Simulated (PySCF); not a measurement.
**Ionisation energy of Cu²³⁺ by level of theory**

Cu²³⁺ [He] 2s2 2p2 [2p1/2^2, M_J = 0] → Cu²⁴⁺ [He] 2s2 2p1 [2p1/2^1, M_J = 1/2], as a difference of total energies. Computed with PySCF 2.14 in an even-tempered Gaussian basis (17 s from 6.6 bohr⁻², ratio 2.4; 11 p from 8.6 bohr⁻², ratio 2.4; 5 d from 31 bohr⁻², ratio 2.6; 4 f from 47 bohr⁻², ratio 2.6), with the two-component X2C-1e Hamiltonian. Correlated levels: nothing frozen; the 28 highest virtual spinors dropped. "Screened" scales the spin-orbit matrix elements by Boettger's factors to mimic the two-electron term; Breit and QED terms are absent.

```csv
method,ionisation energy (eV)
GHF (spin-free),2176.3
GMP2 (spin-free),2176.2
GHF (screened spin-orbit),2179.3
GMP2 (screened spin-orbit),2181.1
```

The labels give the starting determinants; with spin-orbit coupling the two ends relaxed to ⟨J²⟩ = 0.12, ⟨L²⟩ = 1.41, ⟨S²⟩ = 1.41 and ⟨J²⟩ = 0.75, ⟨L²⟩ = 2.00, ⟨S²⟩ = 0.75.

For comparison: 2179.4 ± 1.5 eV (semi-empirical (NIST evaluation); NIST Atomic Spectra Database, ionization energies).
